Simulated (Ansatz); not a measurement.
An input meant for B₆ (charge 0, singlet; atoms displaced at random, 0.03 Å in each coordinate).

```yaml
crystal:
  periodic: [false, false, false]
  atoms:
    - {symbol: B, position_ang: [-1.998620, 0.249522, -0.034276]}
    - {symbol: B, position_ang: [0.562517, -0.835679, -0.127617]}
    - {symbol: B, position_ang: [-1.019088, -0.924030, 0.320383]}
    - {symbol: B, position_ang: [-0.503159, 0.829547, -0.023942]}
    - {symbol: B, position_ang: [1.976699, -0.279609, -0.417540]}
    - {symbol: B, position_ang: [1.119921, 0.816726, 0.214998]}
basis:
  gaussian: {orbitals: def2-SVP}
magnetization: {spin_polarized: true, initial_magnetization: 0}
hamiltonian: {xc: {name: rPW86-PBE}, dispersion: d4}
scf: {max_iter: 3}
output: {forces: true}
```

```sh
$ ansatz run in.yaml --threads 4 --pin off --events-out ev --progress --plain --max-ram 3916MiB
```

Output, abridged:

```
Error: invalid value for `basis.gaussian`: such a run doesn't read scf.max_iter; remove what it names
```

Question: What is wrong with this run?

Answer: The input holds a key that doesn't belong there. The input was rejected before any iteration.
